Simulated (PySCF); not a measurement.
C$_{2}$H$_{7}$O (SMILES CC[OH2+]), charge +1, singlet, geometry from GFN2-xTB; PySCF with SVWN5/STO-3G.

Input for PySCF:
```python
from pyscf import gto, scf, dft

mol = gto.Mole()
mol.atom = '''
    C     1.229002   -0.376044   -0.006615
    C     0.082470    0.601032   -0.001554
    O    -1.187187   -0.179769   -0.072140
    H    -1.974657    0.385114    0.075086
    H     0.076743    1.220246    0.897416
    H     0.082282    1.229470   -0.893188
    H     2.164696    0.175836   -0.029370
    H     1.232477   -0.994834    0.888186
    H     1.195690   -1.010221   -0.888520
    H    -1.148565   -0.917390    0.576526
'''
mol.basis = 'sto-3g'
mol.charge = 1
mol.spin = 0
mol.verbose = 4
mol.build()

mf = dft.RKS(mol)
mf.xc = 'lda,vwn'
mf.kernel()
```

Problem. Write the output that PySCF gives for this input, abridged.

Solution. 
```
PySCF version 2.14.0

[INPUT] verbose = 4
[INPUT] num. atoms = 10
[INPUT] num. electrons = 26
[INPUT] charge = 1
[INPUT] spin (= nelec alpha-beta = 2S) = 0
[INPUT] symmetry False subgroup None
[INPUT] Mole.unit = angstrom
[INPUT] Symbol           X                Y                Z      unit          X                Y                Z       unit  Magmom
[INPUT]  1 C      1.229002000000  -0.376044000000  -0.006615000000 AA    2.322477186543  -0.710620170786  -0.012500538314 Bohr   0.0
[INPUT]  2 C      0.082470000000   0.601032000000  -0.001554000000 AA    0.155845713493   1.135785872100  -0.002936634398 Bohr   0.0
[INPUT]  3 O     -1.187187000000  -0.179769000000  -0.072140000000 AA   -2.243458288644  -0.339714175687  -0.136324842626 Bohr   0.0
[INPUT]  4 H     -1.974657000000   0.385114000000   0.075086000000 AA   -3.731560919955   0.727759986736   0.141891975789 Bohr   0.0
[INPUT]  5 H      0.076743000000   1.220246000000   0.897416000000 AA    0.145023251977   2.305930744596   1.695870459803 Bohr   0.0
[INPUT]  6 H      0.082282000000   1.229470000000  -0.893188000000 AA    0.155490444981   2.323361578369  -1.687880697748 Bohr   0.0
[INPUT]  7 H      2.164696000000   0.175836000000  -0.029370000000 AA    4.090682582941   0.332281882839  -0.055501256278 Bohr   0.0
[INPUT]  8 H      1.232477000000  -0.994834000000   0.888186000000 AA    2.329043984826  -1.879963799406   1.678428287673 Bohr   0.0
[INPUT]  9 H      1.195690000000  -1.010221000000  -0.888520000000 AA    2.259526629881  -1.909041015284  -1.679059456199 Bohr   0.0
[INPUT] 10 H     -1.148565000000  -0.917390000000   0.576526000000 AA   -2.170473286261  -1.733615849415   1.089476243691 Bohr   0.0

nuclear repulsion = 89.0308127272613
number of shells = 16
number of NR pGTOs = 66
number of NR cGTOs = 22
basis = sto-3g
ecp = {}

******** <class 'pyscf.dft.rks.RKS'> ********
method = RKS
initial guess = minao
damping factor = 0
level_shift factor = 0
DIIS = <class 'pyscf.scf.diis.CDIIS'>
diis_start_cycle = 1
diis_space = 8
diis_damp = 0
SCF conv_tol = 1e-09
SCF conv_tol_grad = None
SCF max_cycles = 50
direct_scf = True
direct_scf_tol = 1e-13
XC library pyscf.dft.libxc version 7.1.2
    S. Lehtola, C. Steigemann, M. J. T. Oliveira, and M. A. L. Marques,  SoftwareX 7, 1–5 (2018)
XC functionals = lda,vwn
    P. A. M. Dirac,  Math. Proc. Cambridge Philos. Soc. 26, 376 (1930)
    F. Bloch,  Z. Phys. 57, 545 (1929)
    S. H. Vosko, L. Wilk, and M. Nusair,  Can. J. Phys. 58, 1200 (1980)
radial grids:
    Treutler-Ahlrichs [JCP 102, 346 (1995); DOI:10.1063/1.469408] (M4) radial grids

becke partition: Becke, JCP 88, 2547 (1988); DOI:10.1063/1.454033
pruning grids: <function nwchem_prune>
grids dens level: 3
symmetrized grids: False
atomic radii adjust function: <function treutler_atomic_radii_adjust>
small_rho_cutoff = 0
Set gradient conv threshold to 3.16228e-05
Initial guess from minao.
tot grids = 110976
init E= -152.461319152415
  HOMO = -0.324332772524177  LUMO = 0.0957842528415714  gap/eV = 11.43197
cycle= 1 E= -152.060154517243  delta_E= 0.401  |g|= 0.274  |ddm|= 3.47
  HOMO = -0.458198099220489  LUMO = -0.136197457244167  gap/eV = 8.76208
cycle= 2 E= -152.05904444672  delta_E= 0.00111  |g|= 0.308  |ddm|= 0.707
  HOMO = -0.480486382464332  LUMO = -0.142023589373615  gap/eV = 9.21004
cycle= 3 E= -152.085139357613  delta_E= -0.0261  |g|= 0.0312  |ddm|= 0.369
  HOMO = -0.483221961515252  LUMO = -0.137241259133784  gap/eV = 9.41461
cycle= 4 E= -152.085477376129  delta_E= -0.000338  |g|= 0.0106  |ddm|= 0.0596
  HOMO = -0.482907374027594  LUMO = -0.137347539317554  gap/eV = 9.40316
cycle= 5 E= -152.085510189961  delta_E= -3.28e-05  |g|= 0.001  |ddm|= 0.0135
  HOMO = -0.48289891282143  LUMO = -0.137283918426002  gap/eV = 9.40466
cycle= 6 E= -152.085510520605  delta_E= -3.31e-07  |g|= 0.000272  |ddm|= 0.00172
  HOMO = -0.482920037697465  LUMO = -0.137362588671643  gap/eV = 9.40310
cycle= 7 E= -152.0855105437  delta_E= -2.31e-08  |g|= 6.59e-05  |ddm|= 0.000452
  HOMO = -0.482911572005406  LUMO = -0.137354120451515  gap/eV = 9.40310
cycle= 8 E= -152.085510545221  delta_E= -1.52e-09  |g|= 2.86e-06  |ddm|= 0.0001
  HOMO = -0.482911777200658  LUMO = -0.137354508090123  gap/eV = 9.40309
cycle= 9 E= -152.085510545225  delta_E= -3.55e-12  |g|= 3.2e-07  |ddm|= 5.74e-06
  HOMO = -0.482911792455833  LUMO = -0.137354575071366  gap/eV = 9.40309
Extra cycle  E= -152.085510545225  delta_E= 3.98e-13  |g|= 3.05e-07  |ddm|= 9.45e-07
converged SCF energy = -152.085510545225
```
